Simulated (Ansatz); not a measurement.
GaCl2I (GaICl2). Charge 0, multiplicity 1. Geometry PBE0-D4/def2-SVP, basis def2-TZVP, Ansatz.

```xyz
4

Ga    0.0297    0.0396   -0.0404
Cl    0.3375   -0.4948   -2.0778
Cl    0.7452    1.9369    0.6076
I    -1.1124   -1.4817    1.5106
```

```csv
run,HOMO (eV),LUMO (eV)
A,-10.56,-0.18
B,-7.12,-3.11
C,-7.06,-2.99
D,-7.44,-2.89
E,-10.42,-0.34
F,-8.29,-2.24
```

In the def2 sets I takes a core potential; there is no spin–orbit coupling.

The runs used PBE, PBE0, r2SCAN, revPBE, ωB97M-V, ωB97X-V. Estimate which is which.

A ωB97X-V (range-separated); B PBE (0 % exact exchange); C revPBE (0 % exact exchange); D r2SCAN (0 % exact exchange); E ωB97M-V (range-separated); F PBE0 (25 % exact exchange). Exact exchange lowers occupied and raises empty levels; among semilocal functionals meta-GGAs tend to open the gap a little, and such runs are hard to tell apart. The gap grows from 4.01 eV (PBE) to 10.38 eV (ωB97X-V).
